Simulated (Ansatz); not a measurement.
`[SiH3][AlH][GeH3]` + H₂ → `[AlH2][SiH3]` + GeH₄  (hydrogenolysis of the Al–Ge bond)

Isolated molecules relaxed with PBE0-D4/def2-TZVP in Ansatz; ΔE leaves out vibrations. CCSD(T)/CBS is the MP2 limit (def2-TZVPP, def2-QZVPP) plus CCSD(T) − MP2 in def2-TZVPP, frozen cores. This one scheme is used for every species. Functionals use def2-TZVPP. B3LYP here is the variant with VWN-RPA as its local correlation; programs differ in this. HSE06 is defined as in plane-wave codes. For Ge outer-core shells are correlated without core-valence functions, which leaves a few kJ/mol of doubt a bond. Scalar relativity is left out up to krypton.

`[SiH3][AlH][GeH3]`:

```xyz
10

Si   -0.644   -0.410   -2.002
Al   -0.200   -0.956    0.353
Ge    0.720    0.815    1.827
H    -1.598    0.734   -2.095
H    -1.213   -1.540   -2.789
H     0.616    0.022   -2.674
H    -0.489   -2.408    0.933
H    -0.219    2.038    1.875
H     2.070    1.335    1.289
H     0.957    0.370    3.283
```

H₂:

Z-matrix (Å, degrees):
```
H
H 1 0.746
```

`[AlH2][SiH3]`:

Cartesian coordinates in Å:
```
Al -0.893 -0.878 0.644
Si 0.683 0.639 -0.475
H -0.422 -2.275 1.236
H -2.419 -0.460 0.782
H 0.244 0.911 -1.876
H 0.733 1.956 0.225
H 2.074 0.109 -0.536
```

GeH₄:

Cartesian coordinates in Å:
```
Ge 0.000 0.000 0.000
H 0.639 1.198 -0.715
H -0.572 -0.971 -1.041
H -1.129 0.493 0.914
H 1.062 -0.720 0.841
```

```csv
level,ΔE (kJ/mol),difference from CCSD(T)/CBS
revPBE-D4,22.5,7.7
BLYP-D4,15.5,0.7
r2SCAN-D4,17.7,2.9
B97M-V,-5.9,-20.7
PBE0-D4,17.8,3.0
B3LYP-D4,11.5,-3.3
r2SCANh-D4,16.4,1.6
r2SCAN0-D4,14.5,-0.3
HSE06-D4,18.1,3.3
CAM-B3LYP-D4,3.3,-11.5
ωB97X-V,6.3,-8.5
ωB97M-V,8.1,-6.7
PBE-QIDH,11.7,-3.1
PBE,18.8,4.0
revPBE,17.1,2.3
BLYP,7.7,-7.1
r2SCAN,16.4,1.6
PBE0,13.7,-1.1
B3LYP,4.5,-10.3
r2SCANh,15.0,0.2
r2SCAN0,12.9,-1.9
BHLYP,-2.3,-17.1
CAM-B3LYP,-1.3,-16.1
LC-ωPBE,4.9,-9.9
RPA@PBE/def2-TZVPP,6.6,-8.2
HF/def2-SVP,-24.3,-39.1
MP2/def2-SVP,0.2,-14.6
CCSD/def2-SVP,-5.0,-19.8
CCSD(T)/def2-SVP,-1.7,-16.5
HF/def2-TZVPP,-16.9,-31.7
MP2/def2-TZVPP,12.9,-1.9
SCS-MP2/def2-TZVPP,5.5,-9.3
CCSD/def2-TZVPP,6.0,-8.8
CCSD(T)/def2-TZVPP,10.7,-4.1
HF/def2-QZVPP,-18.0,-32.8
MP2/def2-QZVPP,14.8,0.0
SCS-MP2/def2-QZVPP,6.9,-7.9
HF/CBS(def2),-18.2,-33.0
MP2/CBS(def2),16.9,2.1
CCSD/CBS(def2),10.1,-4.7
CCSD(T)/CBS,14.8,0
```

Largest T1 diagnostic among the species: 0.013.

In def2-TZVPP, CCSD(T) changes the Hartree–Fock value by +27.6 kJ/mol (the triples alone add +4.7 kJ/mol) and MP2 by +29.8 kJ/mol. Leaving LDA and LC-ωPBE aside and taking each functional with its dispersion term where it has one, the values, not all of them listed here, spread over 29.0 kJ/mol, from B97M-V to PBE-D4.
